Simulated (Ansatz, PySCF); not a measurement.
Gas-phase reaction (SMILES): COB(Cl)Cl [dichloro(methoxy)borane] -> [O]B(Cl)Cl + [CH3] (CH3); the C-O bond at the site shown breaks (other sites are not compared here).

Each molecule is optimised on its own at B3LYP-D3(BJ)/def2-TZVP (Ansatz, a quantum-chemistry and plane-wave program), one conformer each, not searched for the lowest. Cores are frozen in the correlated levels unless marked. UHF or UKS for open shells. No spin-orbit coupling. No relativistic terms. CBS marks a two-point X^-3 extrapolation of the correlation energy; Hartree-Fock from the larger set. The bracket is a focal-point correction in the basis named. Thermal terms are rigid-rotor harmonic-oscillator values from B3LYP-D3(BJ) frequencies (Ansatz or PySCF) at 298.15 K and 1 atm. 1 Eh = 627.5095 kcal/mol.

| species | E, RI-MP2/CBS(aug-cc-pV(T+d)Z,aug-cc-pV(Q+d)Z)+[CCSD(T)-MP2]/aug-cc-pV(T+d)Z (Ansatz) (Eh) | E, r2SCAN-D4/def2-TZVPD (Ansatz + dftd4) (Eh) | H - E (Eh) |
|---|---|---|---|
| COB(Cl)Cl | -1059.50170 | -1060.46257 | 0.05646 |
| [O]B(Cl)Cl | -1019.56373 | -1020.49548 | 0.01375 |
| [CH3] (CH3) | -39.78163 | -39.82813 | 0.03371 |

Problem. Work out ΔE and ΔH at 298.15 K at the first level, then ΔH at the second.

Solution. 
1. ΔE = [(-1019.56373) + (-39.78163)] - [(-1059.50170)] = 0.15634 Eh = 98.1 kcal/mol at RI-MP2/CBS(aug-cc-pV(T+d)Z,aug-cc-pV(Q+d)Z)+[CCSD(T)-MP2]/aug-cc-pV(T+d)Z.
2. The terms H - E add up to -0.00900 Eh, so ΔH = (0.15634 + (-0.00900))×627.5095 = 92.5 kcal/mol.
3. At r2SCAN-D4/def2-TZVPD the same steps give ΔE = 87.2 and ΔH = 81.6 kcal/mol, a shift of -10.9 from the first level.
4. These values are not checked against measurement here, since the tables used lack a sound gas-phase enthalpy of formation for at least one species.
